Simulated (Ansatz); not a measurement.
Geometry optimisation, RKS B3LYP-D4/def2-SVP in Ansatz 0.2.0.

Input file:

```yaml
crystal:
  periodic: [false, false, false]
  atoms:
    - { symbol: O, position_ang: [-1.2618, 0.6562, 1.5178] }
    - { symbol: C, position_ang: [0.1023, 0.7458, 1.3098] }
    - { symbol: Si, position_ang: [0.8609, -0.7234, 0.4625] }
    - { symbol: Si, position_ang: [-0.0403, -1.0262, -1.5716] }
    - { symbol: S, position_ang: [-0.1421, 0.7799, -2.7239] }
    - { symbol: H, position_ang: [-1.5547, 1.4933, 2.0405] }
    - { symbol: H, position_ang: [0.3497, 1.6565, 0.7382] }
    - { symbol: H, position_ang: [0.6029, 0.8918, 2.2908] }
    - { symbol: H, position_ang: [0.7698, -1.9266, 1.3687] }
    - { symbol: H, position_ang: [2.3545, -0.4651, 0.3298] }
    - { symbol: H, position_ang: [-1.5304, -1.4984, -1.4091] }
    - { symbol: H, position_ang: [0.6498, -2.0447, -2.3416] }
    - { symbol: H, position_ang: [-1.1402, 1.426, -1.9971] }
basis:
  gaussian: { orbitals: def2-SVP }
hamiltonian:
  xc: b3lyp
  dispersion: d4
relax:
  f_tol: 0.015
  max_steps: 40
output:
  orbitals: {}
```

Command:

```bash
$ ansatz run input.yaml --threads 2 --pin off --max-ram 3072MiB --backend cpu --events-out ev --progress --plain --runs-dir out
```

Where does it end, and by what steps?

It converged. After 18 steps the energy has fallen by 0.517 eV; H13 moved furthest, 0.84 Å.

```json
{"step": "0", "energy less start (eV)": "0.0000", "largest force component (eV/Å)": "2.523", "accepted": "yes"}
{"step": "1", "energy less start (eV)": "-0.3419", "largest force component (eV/Å)": "0.752", "accepted": "yes"}
{"step": "2", "energy less start (eV)": "-0.4208", "largest force component (eV/Å)": "0.356", "accepted": "yes"}
{"step": "3", "energy less start (eV)": "-0.4417", "largest force component (eV/Å)": "0.222", "accepted": "yes"}
{"step": "4", "energy less start (eV)": "-0.4551", "largest force component (eV/Å)": "0.112", "accepted": "yes"}
{"step": "5", "energy less start (eV)": "-0.4804", "largest force component (eV/Å)": "0.180", "accepted": "yes"}
{"step": "6", "energy less start (eV)": "-0.4938", "largest force component (eV/Å)": "0.311", "accepted": "yes"}
{"step": "7", "energy less start (eV)": "-0.5036", "largest force component (eV/Å)": "0.228", "accepted": "yes"}
{"step": "8", "energy less start (eV)": "-0.4643", "largest force component (eV/Å)": "0.589", "accepted": "no"}
{"step": "9", "energy less start (eV)": "-0.5088", "largest force component (eV/Å)": "0.095", "accepted": "yes"}
{"step": "10", "energy less start (eV)": "-0.5104", "largest force component (eV/Å)": "0.185", "accepted": "yes"}
{"step": "11", "energy less start (eV)": "-0.5135", "largest force component (eV/Å)": "0.056", "accepted": "yes"}
{"step": "12", "energy less start (eV)": "-0.5143", "largest force component (eV/Å)": "0.031", "accepted": "yes"}
{"step": "13", "energy less start (eV)": "-0.5153", "largest force component (eV/Å)": "0.021", "accepted": "yes"}
{"step": "14", "energy less start (eV)": "-0.5164", "largest force component (eV/Å)": "0.063", "accepted": "yes"}
{"step": "15", "energy less start (eV)": "-0.5168", "largest force component (eV/Å)": "0.068", "accepted": "yes"}
{"step": "16", "energy less start (eV)": "-0.5171", "largest force component (eV/Å)": "0.053", "accepted": "yes"}
{"step": "17", "energy less start (eV)": "-0.5173", "largest force component (eV/Å)": "0.025", "accepted": "yes"}
{"step": "18", "energy less start (eV)": "-0.5173", "largest force component (eV/Å)": "0.012", "accepted": "yes"}
```

```xyz
13
Properties=species:S:1:pos:R:3
O -1.188 0.848 1.044
C 0.228 0.852 1.230
Si 0.898 -0.797 0.533
Si -0.139 -1.087 -1.562
S -0.593 0.886 -2.338
H -1.560 1.642 1.452
H 0.713 1.685 0.683
H 0.503 0.955 2.298
H 0.590 -1.919 1.472
H 2.382 -0.682 0.401
H -1.361 -1.937 -1.445
H 0.769 -1.717 -2.564
H -1.224 1.236 -1.188
```

The run took 42 s on 2 threads of Intel(R) Xeon(R) 6975P-C (Granite Rapids), on a shared host, peak memory 0.34 GiB.
